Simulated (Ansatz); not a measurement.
Several settings on one geometry of N-butyl-N-methylpyrrolidinium chloride, `CCCC[N+]1(C)CCCC1.[Cl-]` (that of the charge 0 singlet, r2SCAN-D4/def2-SVP). Ansatz on 4 threads of Intel Xeon 6975P-C on a shared host; times are rough.

Cartesian coordinates in Å:
```
C 4.205 0.494 0.030
C 2.997 -0.433 0.088
C 1.668 0.325 0.059
C 0.514 -0.650 0.187
N -0.861 -0.041 0.036
C -1.061 1.052 1.045
C -1.906 -1.120 0.259
C -3.180 -0.544 -0.347
C -2.704 0.455 -1.437
C -1.173 0.442 -1.353
H 4.198 1.106 -0.888
H 5.148 -0.075 0.045
H 4.218 1.184 0.890
H 3.030 -1.147 -0.756
H 3.033 -1.044 1.007
H 1.606 0.922 -0.872
H 1.654 1.034 0.904
H 0.483 -1.111 1.204
H 0.573 -1.436 -0.584
H -0.865 0.584 2.039
H -2.096 1.409 0.976
H -0.371 1.872 0.814
H -1.548 -1.995 -0.307
H -1.879 -1.362 1.345
H -3.789 -0.035 0.416
H -3.804 -1.348 -0.761
H -3.028 0.164 -2.447
H -3.103 1.465 -1.255
H -0.694 1.416 -1.522
H -0.733 -0.294 -2.043
Cl -0.530 -1.291 3.227
```

Totals from different functionals, basis sets or treatments of relativity can't be compared as stabilities.

The 6-31G sets use Cartesian d functions. Correlated methods freeze 15 core orbitals.

Scalar relativity in a set contracted without it gives distorted totals.

The spins typed aren't always the lowest for that charge.

**Question.** Give the basis size and estimate the energy, ⟨S²⟩ and time of these runs.

| run | method | charge | state | further keys |
| --- | --- | --- | --- | --- |
| 1 | RHF, ccsd_t/STO-3G | 0 | singlet | pseudopotentials: {relativity: scalar}; accuracy: high; scf: {lower_state_search: off} |
| 2 | UKS B2GP-PLYP/6-31++G** | 1 | doublet | scf: {omitted_lower_state_checks: [starts]} |
| 3 | UKS revPBE-D3(BJ)/6-31G | 0 | singlet | scf: {lower_state_search: off} |

**Answer.** 
| run | functions | energy (Eh) | ⟨S²⟩ | wall time |
| --- | --- | --- | --- | --- |
| 1 | 79 | -858.5216 | – | 5 s |
| 2 | 333 | -868.8965 | 0.75 | 1.8 min |
| 3 | 143 | -869.6782 | 0.00 | 1.8 s |
